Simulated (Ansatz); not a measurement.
A nudged elastic band was laid between two geometries of CH7N3Si (12 atoms, charge 0, multiplicity 1).

Computed with RKS B3LYP-D4/def2-SVP in Ansatz 0.2.0.

* movable images: 5
* climbing image: yes
* spring: 5.0 eV/Å²
* optimiser: quadratic models (default)
* start path: IDPP
* force threshold: 0.05 eV/Å
* iteration limit: 60
* end points: relaxed

Image 0:

```xyz
12
Properties=species:S:1:pos:R:3
N -0.711 1.346 -0.222
C 0.091 0.199 0.124
N 1.193 0.491 1.005
N 0.368 -0.683 -1.043
Si -0.802 -1.440 0.023
H -0.140 2.014 -0.752
H -0.985 1.832 0.633
H 1.621 -0.367 1.350
H 1.928 0.974 0.475
H 0.125 -0.298 -1.956
H -2.254 -1.430 -0.284
H -0.356 -2.695 0.681
```

Image 6:

```xyz
12
Properties=species:S:1:pos:R:3
N -0.768 1.346 -0.022
C 0.140 0.229 0.042
N 1.420 0.550 0.624
N 0.288 -0.535 -1.203
Si -0.709 -1.458 -0.091
H -0.229 2.183 -0.263
H -1.193 1.527 0.886
H 1.369 0.619 1.640
H 2.109 -0.159 0.382
H -0.060 -0.068 -2.039
H -2.179 -1.552 -0.293
H -0.112 -2.737 0.371
```

Problem. What changes between the two ends?

Solution. No bond is made or broken. The dihedral Si5–C2–N3–H8 goes from 18 to -80°.

Problem. What energy profile does the band end with?

Solution. It converged. The highest image is number 3 of 0 to 6, 2.2 kJ/mol above the first end and 6.4 kJ/mol above the last; the last end lies 4.1 kJ/mol below the first. A vibrational analysis at the climbing image gives one clearly imaginary mode, 196i cm⁻¹: a first-order saddle point.

```json
{"image": "0", "path coordinate (Å)": "0.00", "energy (kJ/mol)": "0.0", "dihedral Si5–C2–N3–H8 (°)": "18"}
{"image": "1", "path coordinate (Å)": "0.29", "energy (kJ/mol)": "0.6", "dihedral Si5–C2–N3–H8 (°)": "5"}
{"image": "2", "path coordinate (Å)": "0.58", "energy (kJ/mol)": "1.7", "dihedral Si5–C2–N3–H8 (°)": "-9"}
{"image": "3", "path coordinate (Å)": "0.87", "energy (kJ/mol)": "2.2", "dihedral Si5–C2–N3–H8 (°)": "-24"}
{"image": "4", "path coordinate (Å)": "1.26", "energy (kJ/mol)": "0.8", "dihedral Si5–C2–N3–H8 (°)": "-44"}
{"image": "5", "path coordinate (Å)": "1.64", "energy (kJ/mol)": "-2.4", "dihedral Si5–C2–N3–H8 (°)": "-62"}
{"image": "6", "path coordinate (Å)": "2.02", "energy (kJ/mol)": "-4.1", "dihedral Si5–C2–N3–H8 (°)": "-80"}
```

Problem. What is the geometry of the highest image?

Solution. 
```xyz
12
Properties=species:S:1:pos:R:3
N -0.801 1.351 -0.119
C 0.093 0.238 0.101
N 1.276 0.526 0.886
N 0.362 -0.537 -1.144
Si -0.696 -1.446 -0.073
H -0.253 2.132 -0.496
H -1.141 1.686 0.784
H 1.419 -0.153 1.630
H 2.098 0.471 0.281
H -0.013 -0.099 -1.985
H -2.151 -1.542 -0.338
H -0.115 -2.682 0.509
```

Problem. What are the harmonic wavenumbers there?

Solution. 196i, 206, 250, 351, 419, 455, 515, 571, 612, 659, 719, 733, 806, 890, 914, 975, 1080, 1157, 1208, 1238, 1312, 1620, 1630, 2247, 2266, 3426, 3487, 3533, 3534, 3578 cm⁻¹.

The band took 6 iterations and of the order of 5 core-minutes.

Time of the run: 2.6 min on 2 threads of Arm Neoverse N1, on a shared host, peak memory 0.24 GiB.
